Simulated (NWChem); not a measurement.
System: PbHBr, singlet; SMILES [PbH][Br]

```xyz
3

Pb     0.0250    -0.7948     0.0000
H     -1.8309    -0.9215     0.0000
Br     0.0086     1.8401     0.0000
```
Atoms are numbered in this order, from 1.

Level: PBE0/def2-SVP with def2 effective core potentials on Pb (NWChem), optimised geometry, unscaled harmonic frequencies. Low-valent species are run as closed-shell singlets; no triplet was tried in these runs. This build's default masses of Se (78.918 u) and Br (79.917 u) are each other's, which moves their modes by up to 0.6 %. def2 effective core potentials on Pb; no spin-orbit coupling.

Task: List the harmonic frequencies with IR intensities, and the thermochemistry.

Result: 
```csv
frequency (cm⁻¹),IR intensity (km/mol)
213,24.7
517,30.5
1616,514.8
```

```json
{
 "zero_point_energy": "3.4 kcal/mol",
 "thermal correction to the enthalpy at 298.15 K (with zero-point energy)": "6.2 kcal/mol",
 "heat capacity Cv": "9.0 cal/(mol K)",
 "entropy at 298.15 K and 1 atm (symmetry number 1)": "70.2 cal/(mol K)"
}
```

Rigid rotor and harmonic oscillator.
